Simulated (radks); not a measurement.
Results of a calculation; reference values are marked as such.
Correlation energies from several functionals, in hartree. Species: Re2+ [Xe] 4f14 5d5; Re+ [Xe] 4f14 5d5 6s1; Yb+ [Xe] 4f14 6s1; Cd2+ [Kr] 4d10; S4+ [Ne] 3s2. Code: a radial shooting solver on a logarithmic mesh with Libxc functionals. Model: non-relativistic Kohn-Sham, LDA (Slater exchange, Perdew-Wang correlation), spin-polarised, spherical densities, point nucleus. Every spin shell is full or empty, so the densities are truly spherical. Functionals are evaluated on that one density, not self-consistently.

functional,Re2+,Re+,Yb+,Cd2+,S4+
PW92,-7.5881,-7.6094,-7.0709,-4.4717,-1.0296
VWN5,-7.6203,-7.6417,-7.1008,-4.4915,-1.0346
Chachiyo,-7.5001,-7.5212,-6.9900,-4.4127,-1.0126
PBEsol,-4.9685,-4.9831,-4.6072,-2.8151,-0.53260
LYP,-3.9384,-3.9434,-3.7089,-2.3670,-0.52085
P86,-4.9778,-4.9932,-4.6202,-2.8137,-0.51837
PW91,-4.7628,-4.7746,-4.4106,-2.6906,-0.50083
AM05,-7.1465,-7.1661,-6.6431,-4.1657,-0.92787
OP (B88),-3.8548,-3.8564,-3.6270,-2.3094,-0.50229
revTPSS,-4.4646,-4.4738,-4.1382,-2.5197,-0.46377
SCAN,-4.4761,-4.4958,-4.1697,-2.4758,-0.45521
r2SCAN,-4.4901,-4.5121,-4.1877,-2.4889,-0.45947
